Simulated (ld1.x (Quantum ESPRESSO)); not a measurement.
Results of a calculation; reference values are marked as such.
# Hardness and transferability of assorted potentials

Generated with ld1.x 7.5 (TM, RRKJ, ultrasoft, PAW), atompaw 4.2 or ONCVPSP 4.0.1. The cutoff is in Ry: for ld1.x and atompaw files where the sum of valence levels is converged to 10 mRy in a Bessel basis, for ONCV files where the hardest occupied wave has 1 mHa per electron of residual kinetic energy. The error is the largest all-electron minus pseudo excitation energy over each file’s own four to seven test configurations (ionisations up to +4, promotions, holes and added fractions of an electron), all of which were solved. The labels leave out finer settings (local radius, basis sizes, second energies), which also bear on the numbers. Spin-polarised tests are not counted. The rows are a selection from randomly drawn settings: files with unsolved tests, undetermined cutoffs or missed reference levels are left out.

| element | potential | cutoff (Ry) | largest error (meV) | bound ghosts |
| --- | --- | --- | --- | --- |
| B | TM, PBE, non-relativistic, rc 1.30/2.65 (sp), local p, core correction yes, reference 2s2 2p0.5 | 21 | +117 | none |
| Ne | RRKJ, LDA (PZ), scalar-relativistic, rc 0.60/1.00 (sp), local p, core correction yes, reference 2s2 2p6 | 260 | +410 | none |
| Co | RRKJ, revPBE, scalar-relativistic, rc 2.00/2.40/1.75 (spd), local s, core correction yes, reference 3d7 4s2 4p0 | 60 | -346 | none |
| Ga | TM semilocal, PBEsol, scalar-relativistic, rc 1.55/2.05 (sp), local s, core correction yes, reference 4s1.75 4p1.25 | 21 | -160 | none |
| Mo | PAW, revPBE, scalar-relativistic, rc 1.95/2.05/2.35 (spd), local smoothed, core correction yes, reference 4s2 4p6 4d5.5 5s0.5 5p0 | 21 | -25 | none |
| Mo | TM semilocal, PBE, scalar-relativistic, rc 2.10/2.15/2.15 (spd), local p, core correction no, reference 4p6 4d5 5s1 5p0 | 35 | +142 | none |

Fill in the row for In: TM, LDA (PZ), non-relativistic, rc 2.15/2.00/1.30 (spd), local s, core correction yes, reference 4d10 5s1 5p2.

cutoff 90 Ry, largest error -333 meV, bound ghosts: none.

Fill in the row for Zr: RRKJ, PBE, scalar-relativistic, rc 3.05/3.05/2.25/3.30 (spdf), local s, core correction no, reference 4d2 5s2 5p0.

cutoff 25 Ry, largest error +324 meV, bound ghosts: none.
